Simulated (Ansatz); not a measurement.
**Correcting a cheap level on molecular compounds of Ti**

The vertical ionisation energy (cation less neutral) in eV of 7 molecular compounds of Ti: x at HF/def2-TZVPP, y at CCSD(T)/def2-TZVPP. Shapes, held fixed at every level: PBE0-D4/def2-TZVP. Flexible molecules stand in one conformer, not always the lowest. Programs: Ansatz 0.2.0.

```
                                         molecule  x (eV)  y (eV)
C2H12N4Ti (SMILES C[N](C)[Ti]([NH2])([NH2])[NH2])    6.84    8.12
                                         Ti(NH2)4    7.74    8.91
                                     Ti(OH)3(SeH)    8.05    8.88
     CH4Cl2OSTi (SMILES C[S][Ti]([OH])([Cl])[Cl])    8.36    9.28
       CH3ClF2STi (SMILES C[S][Ti]([F])([F])[Cl])    8.90    9.83
        C2H5F3OTi (SMILES CC[O][Ti]([F])([F])[F])   10.69       ?
 C2H2F6OTi (SMILES FC(F)(F)C[O][Ti]([F])([F])[F])   11.40   12.30
```

Fit y = c + s·x to the known rows and predict y for C2H5F3OTi.


1. Means of the 6 rows: x = 8.5483, y = 9.553.
2. Σ(Δx)² = 12.111, Σ(Δx·Δy) = 11.286, so the slope is 11.286/12.111 = 0.93188.
3. Intercept: 9.553 − (0.93188) × 8.5483 = 1.587. The largest residual of the fit is 0.21.
4. C2H5F3OTi: 1.587 + 0.93188 × 10.69 = 11.55 eV.

CCSD(T)/def2-TZVPP gives 11.65 eV, so the prediction is off by -0.10 eV, within the largest residual. Uncorrected, HF/def2-TZVPP misses it by -0.96 eV, and the other rows by 1.00 on average. The line removes about 90 % of this miss. Left out in turn, the other rows are missed by 0.23 eV on average, so much of the error is systematic among these molecules. Cations run unrestricted. Relativity is left out for Se. Outer-core shells of Se, Ti are correlated, in sets that cover them unevenly.
